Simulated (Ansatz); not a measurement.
`F[B]([AlH2])[SiH3]` + `F[SiH](F)F` → `F[SiH](F)[AlH2]` + `FB(F)[SiH3]`  (redistribution)

Isolated molecules relaxed with PBE0-D4/def2-TZVP in Ansatz; ΔE leaves out vibrations. CCSD(T)/CBS adds triple-zeta CCSD(T) − MP2 to the extrapolated MP2 energy (def2 sets, frozen cores). DFT in def2-TZVPP. B3LYP here is the variant with VWN-RPA as its local correlation; programs differ in this.

```tsv
level	ΔE (eV)
B3LYP-D4	-0.36
B2PLYP	-0.33
B3LYP	-0.37
r2SCANh	-0.32
```

Problem. What does CCSD(T)/CBS give? (Best estimate.)

Solution. Ansatz gave: -0.27 eV. The listed levels differ from it by -0.09, -0.06, -0.10, -0.05 eV.

Largest T1 diagnostic among the species: 0.015.

At CCSD(T), def2-SVP lies −0.30 eV from the extrapolated value and def2-TZVPP −0.02 eV. From BLYP to BHLYP (50 % exact exchange), in def2-TZVPP and without D4, ΔE moves by +0.05 eV.
